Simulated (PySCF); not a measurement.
Compound: C7H5NO.
Bonds: C1–C2 (triple), C2–C3, C3–C4 (aromatic), C4–C5 (aromatic), C5–C6 (aromatic), C6–C7 (aromatic), C7–N8 (aromatic), N8–O9, C3–N8 (aromatic). Hydrogens: H10 on C1; H11 on C4; H12 on C5; H13 on C6; H14 on C7.

Computed geometry: GFN2-xTB, gas phase.

(1) List the bond lengths and angles at this level.

## Answers

(1) 
```
  bond  length (Å)
 C1≡C2       1.201
 C2–C3       1.411
 C3–C4       1.387
 C4–C5       1.382
 C5–C6       1.389
 C6–C7       1.373
 C7–N8       1.353
 N8–O9       1.254
 C3–N8       1.370
C1–H10       1.049
C4–H11       1.079
C5–H12       1.078
C6–H13       1.078
C7–H14       1.079
```

A selection of angles:
```
   angle  degrees
C1–C2–C3    179.6
C2–C3–C4    121.8
C2–C3–N8    117.2
C4–C3–N8    121.0
C3–C4–C5    120.4
C4–C5–C6    118.0
C5–C6–C7    119.9
C6–C7–N8    122.4
C7–N8–O9    120.6
C3–N8–C7    118.2
C3–N8–O9    121.2
```

The C–C distances run from 1.201 Å (C1≡C2, drawn triple) to 1.411 Å (C2–C3, drawn single), a spread of 0.210 Å. The 9 heavy atoms lie in one plane (0.002 Å rms). N8 (N-oxide nitrogen) is planar (angles 121.2°, 120.6° and 118.2°, sum 360.0°, 0.00 Å off the plane of its three neighbours). The 6-membered ring C3–C4–C5–C6–C7–N8 has internal angles of 118.0° to 122.4° (sum 720°, against 720° for a flat polygon); it is planar, 0.00 Å rms from its mean plane, widest ring torsion 0°.

Point group: Cs (tolerance 0.08 Å). Not checked by GFN2-xTB frequencies.
